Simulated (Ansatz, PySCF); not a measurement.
C3H3N2 (SMILES [c]1c[nH]cn1), doublet, at a GFN2-xTB geometry. Base run: BHANDHLYP/STO-3G (PySCF).

Geometry (Å):
```xyz
8

C      0.6214    -1.0389    -0.0070
C      1.1527     0.2094     0.0289
N      0.0545     1.0459     0.0217
C     -1.0434     0.2498    -0.0175
N     -0.7067    -1.0131    -0.0351
H      2.1572     0.5718     0.0576
H      0.0720     2.0544     0.0419
H     -2.0480     0.6222    -0.0318
```
Charge 0, spin multiplicity 2.
Orbitals are unrestricted.
All else is at PySCF's defaults.

The same geometry, method and basis name were run in Ansatz (a first-principles code) and PySCF, at each program's defaults and at the settings that a row names. The base is PySCF at its defaults. Differences at the defaults can come from grids, fitting, cores and function types together.

```tsv
code and settings	ΔE vs base (µEh)	basis functions	E (Eh)	SCF cycles	dipole (D)
PySCF, defaults (exact integrals, its default grid, spherical functions)	0.0	28	-222.50827	14	3.74
Ansatz, defaults (factorised integrals, its default grid, spherical functions)	5.5	28	-222.50826	-	-
PySCF, density fitting with def2-universal-jkfit	-1063	28	-222.50933	14	3.74
PySCF, fine grid	-0.4	28	-222.50827	14	3.74
Ansatz, high accuracy	-0.8	28	-222.50827	-	-
```

Open shells are given as the SCF converged; they aren't shown to be the lowest states, and a large step between rows can be another state.
